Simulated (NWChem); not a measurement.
BeO; SMILES [Be]=[O]

```xyz
2

Be     0.0000     0.0000    -0.8849
O      0.0000     0.0000     0.4534
```
Atoms are numbered in this order, from 1.

Structure relaxed at the PBE0/def2-SVP level.

Q: List the 4 lowest vertical singlet excitations from PBE0/def2-SVPD, TDA (NWChem).

A: 
```csv
state,energy (eV),oscillator strength,leading excitation (squared amplitude)
S1,1.73,0.017,HOMO → LUMO (1.00)
S2,1.73,0.017,HOMO−1 → LUMO (1.00)
S3,3.03,0.021,HOMO−2 → LUMO (0.95)
S4,5.72,0.000,HOMO−1 → LUMO+2 (0.47)
```
